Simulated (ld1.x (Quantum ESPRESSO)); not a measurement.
Configuration tests for Yb (TM)

| Quantity | Value |
| --- | --- |
| Element | ytterbium (Yb) |
| Generator | ld1.x (Quantum ESPRESSO) 7.5 |
| Type | norm-conserving Troullier–Martins (Kleinman–Bylander form) |
| Functional | LDA (PZ) |
| Relativity | scalar-relativistic |
| Frozen core | [Kr] 4d10 4f14 |
| Valence charge | 10 |
| Reference configuration | 5s2 5p6 5d0 6s0 6p0 (charge +2) |
| Partial waves | 5p (bound): rc 2.35 bohr; 5d (bound, empty): rc 2.40 bohr; 5s (bound): rc 1.85 bohr |
| Local potential | the s channel |
| Core correction | Bessel-smoothed model core inside 1.00 bohr |

Energies are relative to the spin-unpolarised reference configuration 5s2 5p6 5d0 6s0 6p0; without spin polarisation the order of configurations can differ from experiment.

```
  valence configuration  charge  ΔE all-electron (eV)  error AE − PS (meV)
    5s2 5p6 5d0 6s2 6p0       0               -19.221                +1263
    5s2 5p6 5d0 6s1 6p0      +1               -12.461                 +932
  5s2 5p6 5d0 6s1.5 6p0    +0.5               -16.527                +1150
5s2 5p6 5d0.5 6s1.5 6p0       0               -17.588                 +904
    5s2 5p6 5d0 6s0 6p1      +1                -8.543                 +5.7
    5s2 5p6 5d0 6s1 6p1       0               -16.185                 +753
```

What are ΔE and the potential's error for 5s2 5p6 5d1 6s1 6p0?

ΔE = -15.944 eV all-electron; the error (AE − PS) is +550 meV.
